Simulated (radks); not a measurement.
Q: Te III, configuration [Kr] 4d10 5s2 5p2. Method: Dirac Kohn-Sham, OLYP, spin-unpolarised, spherical densities, finite nucleus; open shells fill j = l - 1/2 first; Fermi nuclear charge, rms radius 4.7423 fm; computed with a radial shooting solver on a logarithmic mesh with Libxc functionals. Some entries of the table are withheld. Estimate them.

orbital  occ.  eigenvalue (eV)  r(max) (bohr)  <r^2> (bohr^2)
1s1/2       2        -31621.17        0.01794        0.001048
2s1/2       2        -4868.082         0.1015         0.01688
2p1/2       2        -4562.931        0.07795         0.01250
2p3/2       4        -4288.513        0.08265         0.01379
3s1/2       2        -984.9309         0.2928          0.1184
3p1/2       2        -859.4511         0.2792          0.1132
3p3/2       4        -808.2260         0.2897          0.1214
3d3/2       4        -587.0860         0.2358          0.1027
3d5/2       6        -576.3514         0.2388          0.1051
4s1/2       2        -183.7775         0.7009          0.6599
4p1/2       2        -140.5980            (1)          0.7308
4p3/2       4        -130.8624            (2)          0.7836
4d3/2       4         -61.8952         0.8048           1.077
4d5/2       6         -60.4121         0.8136           1.104
5s1/2       2         -32.2968          1.755           4.386
5p1/2       2              (3)          1.992           5.975
5p3/2       0              (4)          2.064           6.425

A: 
(1) 4p1/2 r(max) (bohr): 0.7212
(2) 4p3/2 r(max) (bohr): 0.7456
(3) 5p1/2 eigenvalue (eV): -22.6377
(4) 5p3/2 eigenvalue (eV): -21.5706
